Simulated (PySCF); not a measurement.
C7H8NO (doublet state).
Structure used (GFN2-xTB), in Å, numbered top down from 1:
```
atom  x, y, z in Å
C1    -3.6266    0.3262   -1.1326
C2    -2.8649   -0.0887   -0.1845
C3    -1.8801   -0.1264    0.8180
O4    -1.9957    0.4467    1.8966
N5    -0.7956   -0.9160    0.5043
C6     0.4016   -0.8924    1.3175
C7     1.5174   -0.2908    0.6069
C8     2.3889    0.2126   -0.0448
C9     3.4625    0.8291   -0.7926
H10   -4.5039   -0.2214   -1.4541
H11   -3.4456    1.2454   -1.6846
H12   -0.7062   -1.2600   -0.4392
H13    0.1605   -0.3058    2.2107
H14    0.6636   -1.9154    1.6192
H15    3.1287    1.7826   -1.2012
H16    3.7723    0.1801   -1.6116
H17    4.3161    1.0063   -0.1391
```

The hyperfine couplings belong to this conformer and change with its torsions.

Identity: `C=[C]C(=O)NCC#CC` [radical].

Method: PySCF, UKS B3LYP, pcH-1 on C H N O, non-relativistic, mean-field spin-orbit, GIAO. One conformer (not necessarily the lowest) at the GFN2-xTB geometry, without solvent, vibrations or thermal averaging. Couplings are sensitive to structure, and on GFN2-xTB geometries they can be far from those on DFT ones. The frame is twisted about the C2–C3 bond at this geometry (dihedral C1–C2–C3–O4 = 72°); couplings at other torsion angles weren't computed. Stability of the SCF solution: not tested.

Principal values of hyperfine tensors in MHz (contact and dipolar terms together), for some of the nuclei:

```tsv
atom	isotope	A1	A2	A3
H11	1H	172.81	174.77	183.87
H10	1H	147.29	148.65	161.21
C1	13C	-62.91	-44.31	-37.17
C3	13C	-38.71	-28.68	-20.33
H14	1H	11.60	11.78	15.45
O4	17O	-57.03	11.48	13.64
C7	13C	6.97	7.08	8.54
H12	1H	-10.11	-5.95	0.34
```

(1) Give the isotropic coupling of each nucleus in MHz and in mT (g = 2.0031), and the anisotropic part.

(2) What spin density at the nucleus of C3 lies behind its contact coupling (g_N = 1.40482)?

(3) C2 (13C, g_N = 1.40482) isn't in the table. Its spin density at the nucleus is 0.09423 bohr⁻³. What is its contact coupling?

(4) Name the largest traceless tensor T of the table and describe it.

(5) In a single crystal, with the field along each principal axis of the tensor of H10 in turn, what first-order splitting does this nucleus give (isotropic g, quadrupole terms neglected)?

## Answers

(1) a_iso = (A1 + A2 + A3)/3, Ti = Ai − a_iso; 1 mT corresponds to 28.036 MHz.

```
atom  a_iso (MHz)  a_iso (mT)      T1     T2     T3
 H11       177.15       6.319   -4.34  -2.38   6.72
 H10       152.38       5.435   -5.09  -3.73   8.83
  C1       -48.13      -1.717  -14.78   3.82  10.96
  C3       -29.24      -1.043   -9.47   0.56   8.91
 H14        12.94       0.462   -1.34  -1.17   2.51
  O4       -10.64      -0.379  -46.39  22.11  24.28
  C7         7.53       0.269   -0.56  -0.45   1.01
 H12        -5.24      -0.187   -4.87  -0.71   5.58
```

(2) a_FC = (2μ0/3) gₑ μB g_N μN ρ(0)/(2S·h) = 800.24 MHz × g_N × ρ(0)/(2S), with ρ in bohr⁻³. With a_FC = -29.24 MHz and 2S = 1, ρ(0) = -0.02601 bohr⁻³.

(3) By the same relation, a_FC = 105.9 MHz. Its full tensor has the principal values 30.18, 48.18, 239.43 MHz.

(4) O4: -46.4, 22.1, 24.3 MHz, nearly axial, close to the ratio +1:+1:−2.

(5) 2 lines (I = 1/2), spaced by |A_i|/(g × 13.996): 5.25, 5.30, 5.75 mT along the axes of A1, A2 and A3.
